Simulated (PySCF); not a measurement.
# Removing an electron from `F[C@@H]1CCCC1(F)F`

C5H7F3.
Geometry (PBE0-D3(BJ)/def2-SVP, Å), atoms numbered from 1 in this order:
```xyz
15
C5H7F3 angstrom
F      0.9986   -1.1498   -1.3956
C      0.5427   -1.1367   -0.0993
C     -0.9481   -0.8790   -0.0768
C     -1.0709    0.6122   -0.4427
C      0.2449    1.2670    0.0288
C      1.0851    0.1222    0.5740
F      2.4061    0.2889    0.3896
F      0.8816   -0.0198    1.9139
H      0.8770   -2.0543    0.4094
H     -1.3131   -1.0650    0.9447
H     -1.4883   -1.5503   -0.7587
H     -1.9590    1.0720    0.0116
H     -1.1739    0.7213   -1.5313
H      0.1095    2.0215    0.8157
H      0.7931    1.7348   -0.7997
```

Level: wB97X-D/def2-SVPD (PySCF). Frontier orbitals with their largest atomic shares (Löwdin; up to four atoms above 4 %):

```json
{"orbital": "HOMO−3", "ε (eV)": "-12.29", "main atoms": "C5 24 %, C3 24 %, C4 24 %, H11 9 %"}
{"orbital": "HOMO−2", "ε (eV)": "-11.85", "main atoms": "F1 24 %, C2 21 %, C4 14 %, C3 14 %"}
{"orbital": "HOMO−1", "ε (eV)": "-11.62", "main atoms": "C4 21 %, C3 13 %, C5 13 %, H13 12 %"}
{"orbital": "HOMO", "ε (eV)": "-11.04", "main atoms": "?"}
{"orbital": "LUMO", "ε (eV)": "2.29", "main atoms": "C4 14 %, C3 13 %, H12 9 %, C5 9 %"}
{"orbital": "LUMO+1", "ε (eV)": "2.90", "main atoms": "H13 12 %, C4 11 %, F7 9 %, C2 9 %"}
{"orbital": "LUMO+2", "ε (eV)": "2.99", "main atoms": "C5 13 %, H15 11 %, C3 11 %, H11 11 %"}
```

Q: What vertical ionisation energy does ΔSCF give, and how far is −ε(HOMO) from it?

A: ΔSCF: 11.36 eV (1096 kJ/mol; threshold wavelength 109 nm); ⟨S²⟩ of the doublet left behind is 0.753, against 0.75 for a pure doublet. −ε(HOMO) is 11.04 eV, 0.32 eV below it. In exact Kohn–Sham theory the two would be equal; wB97X-D (range-separated hybrid) falls short of its own ΔSCF value by 3 %. Holes in the HOMO−1 and HOMO−2 were tried too where these lie within 1.2 eV of the HOMO; the lowest converged state counts.

Q: On which atoms does the HOMO lie?

A: C2 (sp3 C–F carbon) 17 %, C6 (CF2 carbon) 17 %, F7 (fluorine of a CF2 group) 15 %, F1 (alkyl fluorine) 13 %, so no atom holds as much as 40 %. The HOMO−1 lies 0.58 eV lower.

Q: What kinetic energy would electrons from this vertical process carry with He II light (40.814 eV)?

A: 40.81 − 11.36 = 29.45 eV.

Q: How many of the 10 lowest singlet excitations (vertical TDDFT, same level) lie below the ionisation energy?

A: All 10; they run from 9.06 to 10.31 eV.

Q: With α = 58.3 au, estimate the like-pair dispersion coefficient by London's formula C6 = (3/4)α²I.

A: I = 0.4174 Eh, so C6 ≈ 1060 au, a rough estimate.

Isolated species at its PBE0-D3(BJ)/def2-SVP geometry (one conformer only).

wB97X-D is run here without its empirical dispersion term; that term would change no orbital, density or response property at a fixed geometry.
